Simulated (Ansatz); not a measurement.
`CCB(S)S` + `[F][Ge][Cl]` → `FB(S)S` + `C[CH2][Ge][Cl]`  (redistribution)

Computed with Ansatz on PBE0-D4/def2-TZVP structures; ΔE is electronic, products minus reactants. CBS: MP2 limit from def2 TZ/QZ plus the TZ coupled-cluster correction, frozen cores. For Ge outer-core shells are correlated without core-valence functions, which leaves a few kJ/mol of doubt a bond. Scalar relativity is left out up to krypton. Each species was taken in one conformer, which may not be the lowest.

| species | CCSD(T)/CBS(def2) energy (Eh) |
| --- | --- |
| `CCB(S)S` | -900.73504 |
| `[F][Ge][Cl]` | -2635.75718 |
| `FB(S)S` | -921.45384 |
| `C[CH2][Ge][Cl]` | -2615.03092 |

Work out ΔE.

ΔE = (-921.45384) + (-2615.03092) − (-900.73504) − (-2635.75718) = 0.00746 Eh = +4.7 kcal/mol.

What do rigid-rotor, harmonic-oscillator terms from PBE0-D4/def2-TZVP frequencies (298.15 K, 1 bar) make of the CCSD(T)/CBS value? (Best estimate.)

The calculation gave: ΔZPE = -0.7 kcal/mol, ΔH = +4.2 kcal/mol, ΔS = 2 J/(mol·K), ΔG = +4.0 kcal/mol. Modes under 50 cm⁻¹ make the entropy rough.

Largest T1 diagnostic among the species: 0.014.

From PBE to PBE0 (25 % exact exchange), in def2-TZVPP and without D4, ΔE moves by −1.1 kcal/mol. At CCSD(T), def2-SVP lies −2.2 kcal/mol from the extrapolated value and def2-TZVPP −0.7 kcal/mol. Leaving LDA and LC-ωPBE aside and taking each functional with its dispersion term where it has one, the values, not all of them listed here, spread over 2.2 kcal/mol, from PBE-QIDH to revPBE-D4. LDA lies −1.1 kcal/mol from PBE without D4.
